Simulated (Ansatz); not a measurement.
n-GeSiSiH8 (Si₂GeH₈), relaxed as a singlet with RKS r2SCAN-D4/def2-SVP in Ansatz, starting from the GFN2-xTB geometry. Force threshold 0.02 eV/Å.

Start:

Cartesian coordinates in Å:
```
Ge -1.313 -0.248 1.393
Si 0.623 -0.728 0.167
Si 0.946 0.765 -1.578
H -2.599 -0.415 0.634
H -1.411 1.168 1.887
H -1.565 -1.045 2.642
H 1.749 -0.738 1.112
H 0.512 -2.119 -0.294
H 1.531 0.123 -2.757
H 1.843 1.861 -1.203
H -0.317 1.376 -2.003
```

Estimate the energy that the relaxation releases and the steps that it takes.

0.21 eV, in 15 steps; 31 s on 4 threads of Arm Neoverse V2 on a shared host. The force fell under the threshold at step 5, but the optimiser went on and released 0.017 eV more. No frequencies were taken in this run, so the end may be a saddle point.

Does the start keep its bonding?

By distances, no bond broke or formed. The bond that changes most is Ge1–Si2, from 2.34 to 2.38 Å (atoms count from 1).

Predict the relaxed structure.


```xyz
11

Ge   -1.2914   -0.1448    1.4809
Si    0.5494   -0.8189    0.1285
Si    0.9022    0.7390   -1.5890
H    -2.5841   -0.1304    0.6478
H    -1.0591    1.2736    2.0292
H    -1.4895   -1.0978    2.6707
H     1.7773   -0.9166    0.9800
H     0.2792   -2.1698   -0.4575
H     2.0578    0.3424   -2.4520
H     1.1820    2.0841   -0.9973
H    -0.3237    0.8392   -2.4413
```
Bond lengths: 1 × Ge–Si 2.38 Å; 1 × Si–Si 2.35 Å; 5 × H–Si 1.50 Å; 3 × Ge–H 1.54 Å.
